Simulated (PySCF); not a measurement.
**Working out the ionisation energy of Hg**

Hg [Xe] 4f14 5d10 6s2 (1S) → Hg⁺ [Xe] 4f14 5d10 6s1 (2S). Calculation: PySCF 2.14, in ANO-RCC-VTZP; the spin-free X2C one-electron Hamiltonian (Gaussian nucleus). Frozen: [Xe] 4f14. Energies in hartree (1 hartree = 27.21139 eV):

```tsv
part	Hg (lower)	Hg⁺ (upper)
UHF	-19619.186780	-19618.874433
CCSD correlation	-0.394152	-0.335937
(T)	-0.016475	-0.011634
```

What does Hartree-Fock give?

(-19618.874433) − (-19619.186780) = 0.312347 hartree = 8.499 eV.

What do CCSD and CCSD(T) give?

The CCSD correlation energies differ by 0.058215 hartree = 1.584 eV and the triples by 0.004841 hartree = 0.132 eV, so CCSD gives 10.083 eV and CCSD(T) 10.215 eV.

Measured between the centres of the two terms (NIST): 10.438 eV, so CCSD(T) (valence) is off by -0.223 eV.

What remains against the reference includes basis incompleteness, the frozen core and higher excitations.
